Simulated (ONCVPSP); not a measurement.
Before and after: ONCV potential for Sb

```json
{
  "Element": "Sb",
  "Generator": "ONCVPSP 4.0.1",
  "Type": "optimised norm-conserving Vanderbilt (ONCV)",
  "Functional": "PBE",
  "Relativity": "scalar-relativistic",
  "Frozen core": "[Ar] 3d10",
  "Valence charge": "23",
  "Reference configuration": "4s2 4p6 4d10 5s2 5p2 (charge +1)",
  "Partial waves": "4s+5s: rc 1.05 bohr, ncon 5, nbas 9, qcut 9.9 1/bohr, 2 projectors; 4p+5p: rc 1.25 bohr, ncon 4, nbas 7, qcut 14.1 1/bohr, 2 projectors; 4d: rc 1.00 bohr, ncon 4, nbas 7, qcut 8.7 1/bohr, 2 projectors, debl 0.8 Ha",
  "Local potential": "polynomial inside 0.75 bohr (lpopt 5, dvloc0 0 Ha)",
  "Core correction": "none"
}
```

In the d channel the program set the typed energies aside and used -1.544, 0.250 Ha.

All-electron outer shells of the reference configuration (PBE, scalar-relativistic, ld1.x):

```tsv
shell	level (eV)	outermost node (bohr)	outermost maximum (bohr)
3p	-758.95	0.13	0.29
3d	-524.42	–	0.24
4s	-157.36	0.39	0.73
4p	-110.31	0.39	0.76
4d	-42.01	0.38	0.84
5s	-20.64	0.95	1.88
5p	-11.99	1.04	2.24
```

Change: d: qcut 5.4.

Cutoffs: the cutoffs (Ha) at which the residual kinetic energy of the hardest occupied pseudo-wave falls to 1 and 0.1 mHa per electron; they do not see the model core or the augmentation charge, which bear on the density cutoff. Errors are all-electron minus pseudo energies relative to the spin-unpolarised reference configuration.

Problem. Predict the effect on cutoff, ghosts and configuration errors.

Solution. The potential gets harder (82 Ha and 182 Ha → 164 Ha and 188 Ha); a bound ghost appears in d, which as a rule spoils a file; the errors of the 4 common tests hardly move.

```tsv
quantity	base	changed
cutoff, loose	82 Ha	164 Ha
cutoff, tight	182 Ha	188 Ha
loose cutoff by channel	s 50 Ha, p 61 Ha, d 82 Ha	s 50 Ha, p 61 Ha, d 164 Ha
bound ghosts	none	d
GHOST(+) flags under 300 eV	s at 105.4 eV	s at 105.4 eV
error for 4s2 4p6 4d10 5s2 5p3, meV [ΔE -8.32 eV]	+1.6	+1.6
error for 4s2 4p6 4d10 5s2 5p1, meV [ΔE 15.97 eV]	-3.4	-3.5
error for 4s2 4p6 4d10 5s2 5p0, meV [ΔE 40.38 eV]	-9.0	-9.1
error for 4s2 4p5 4d10 5s2 5p3, meV [ΔE 101.63 eV]	-77	-84
s: phases at 1.07 bohr within 0.05 rad from the reference energy up to (Ha; the scan ends near 5)	n/a	n/a
p: phases at 1.27 bohr within 0.05 rad from the reference energy up to (Ha; the scan ends near 5)	to the end of the scan	to the end of the scan
d: phases at 1.01 bohr within 0.05 rad from the reference energy up to (Ha; the scan ends near 5)	to the end of the scan	to the end of the scan
```

 A true bound ghost makes a file unfit for plane-wave use even where its test errors are small: the radial tests pick states by their node count and pass the ghost by.
